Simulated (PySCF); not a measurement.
N-methyl-N-silylpropan-2-amine (C₄H₁₃NSi), SMILES CC(C)N(C)[SiH3]. Atoms are numbered in the order given.

```xyz
19

C     -1.7075    -1.2893     0.6321
C     -0.9900     0.0157     0.2670
C     -1.7229     0.7673    -0.8535
N      0.4339    -0.2027    -0.0245
C      0.7563    -1.0266    -1.1769
Si     1.6301     0.8707     0.6395
H     -2.7293    -1.0809     0.9862
H     -1.1620    -1.8182     1.4281
H     -1.7937    -1.9650    -0.2337
H     -1.0188     0.6575     1.1650
H     -1.7744     0.1647    -1.7747
H     -2.7568     1.0036    -0.5559
H     -1.2096     1.7116    -1.0935
H      1.8412    -1.2117    -1.2125
H      0.4708    -0.5708    -2.1459
H      0.2656    -2.0133    -1.1197
H      1.8130     2.1714    -0.0909
H      2.9477     0.1706     0.6173
H      1.2318     1.2070     2.0372
```
Charge 0, spin multiplicity 1.

Coordinates come from a B3LYP-D3(BJ)/def2-SVP optimisation. Other conformers were not sampled.

These are PySCF with B3LYP/pcSseg-1 values and carry that method's errors.

GIAO shieldings, no solvent; atoms listed in one row are averaged. δ = σ(ref) − σ: ¹³C against TMS (σ = 181.3 ppm); ¹⁵N against NH3 (σ = 265.5 ppm); ²⁹Si against TMS (σ = 338.7 ppm); ¹H against TMS (σ = 31.68 ppm), references at their B3LYP-D3(BJ)/def2-TZVP geometries, non-relativistic.

Question: Estimate the chemical shifts. (An estimate is asked for; the answer gives what the named calculation found.)

Answer: 
| nucleus | atoms | count | δ (ppm) |
|---|---|---|---|
| ¹³C | C2 | 1 | 56.0 |
| ¹³C | C5 | 1 | 31.3 |
| ¹³C | C1 | 1 | 24.5 |
| ¹³C | C3 | 1 | 22.9 |
| ¹⁵N | N4 | 1 | 35.6 |
| ²⁹Si | Si6 | 1 | -47.6 |
| ¹H | H17, H18, H19 | 3 | 4.84 |
| ¹H | H10 | 1 | 3.32 |
| ¹H | H14, H15, H16 | 3 | 2.73 |
| ¹H | H7, H8, H9, H11, H12, H13 | 6 | 1.44 |
